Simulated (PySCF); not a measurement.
## Correlation energy of F⁺ (fluorine, charge +1)

[He] 2s2 2p4, high-spin 3P determinant. Computed with PySCF 2.14 in cc-pVTZ-DK, with scalar relativity by spin-free X2C-1e. Frozen: 1s2; 6 electrons correlated.

MP2 pair energies summed by pair of shells (mhartree):

| pair | energy | share (%) |
| --- | --- | --- |
| 2p-2p | -67.48 | 47.1 |
| 2s-2p | -65.93 | 46.0 |
| 2s-2s | -9.93 | 6.9 |

Total MP2 correlation energy: -143.34 mhartree.

Same-spin part -35.07 and opposite-spin part -108.27 mhartree; SCS-MP2 scales them by 1/3 and 6/5 to -141.61 mhartree.

| level | correlation energy (mhartree) |
| --- | --- |
| CCSD | -158.59 |
| (T) | -2.05 |
| CCSD(T) | -160.64 |

Diagnostics: T1 = 0.0039, D1 = 0.0078, largest double amplitude 0.031.

**Question.** Is a single reference adequate?

**Answer.** Yes: T1 lies below 0.03 and no double amplitude reaches 0.07.
